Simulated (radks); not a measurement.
Results of a calculation; reference values are marked as such.
Removal energies from the rhodium ion Rh7+, [Kr] 4d2, by Delta-SCF beside the eigenvalue of the level emptied. Code: a radial shooting solver on a logarithmic mesh with Libxc functionals. Model: scalar-relativistic Kohn-Sham, LDA (Slater exchange, Perdew-Wang correlation), spin-polarised, spherical densities, finite nucleus; Fermi nuclear charge, rms radius of each element as measured or else 0.836 A^(1/3) + 0.57 fm. Open shells are filled with parallel spins first.

4d: final configuration [Kr] 4d1; Delta-SCF (eV) 116.45; -eigenvalue (eV) 107.24
4p: final configuration [Ar] 3d10 4s2 4p5 4d2; Delta-SCF (eV) 166.28; -eigenvalue (eV) 156.14
4s: final configuration [Ar] 3d10 4s1 4p6 4d2; Delta-SCF (eV) 200.81; -eigenvalue (eV) 190.10
3d: final configuration [Ar] 3d9 4s2 4p6 4d2; Delta-SCF (eV) 440.01; -eigenvalue (eV) 417.03
